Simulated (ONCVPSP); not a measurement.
# Pseudopotential generation for titanium: ONCV, LDA (Perdew-Wang 92), scalar-relativistic.

| Property | Result |
| --- | --- |
| Element | Ti |
| Generator | ONCVPSP 4.0.1 |
| Type | optimised norm-conserving Vanderbilt (ONCV) |
| Functional | LDA (Perdew-Wang 92) |
| Relativity | scalar-relativistic |
| Frozen core | [Ne] |
| Valence charge | 12 |
| Reference configuration | 3s2 3p6 3d2 4s2 |
| Partial waves | 3s+4s: rc 1.45 bohr, ncon 4, nbas 9, qcut 10.5 1/bohr, 2 projectors; 3p: rc 1.60 bohr, ncon 3, nbas 6, qcut 5.1 1/bohr, 2 projectors, debl 1 Ha; 3d: rc 2.20 bohr, ncon 4, nbas 9, qcut 8.6 1/bohr, 2 projectors, debl 1.9 Ha |
| Local potential | polynomial inside 1.35 bohr (lpopt 1, dvloc0 6 Ha) |
| Core correction | Teter function, fcfact 2.5, rcfact 1.1 |

In the p channel the program set the typed energies aside and used -1.426, 0.250 Ha.

* Cutoffs needed: 36 Ha and 62 Ha (the cutoffs (Ha) at which the residual kinetic energy of the hardest occupied pseudo-wave falls to 1 and 0.1 mHa per electron)
* Ghost test: no bound ghost flagged; GHOST(+) flags only above 600 eV
* Largest excitation error: +96 meV (all-electron minus pseudo) for 3s2 3p6 3d1 4s0, out of 4 test configurations
* rms error of d²Exc/dni dnj: 2.25 mHa without and 1.64 mHa with the model core
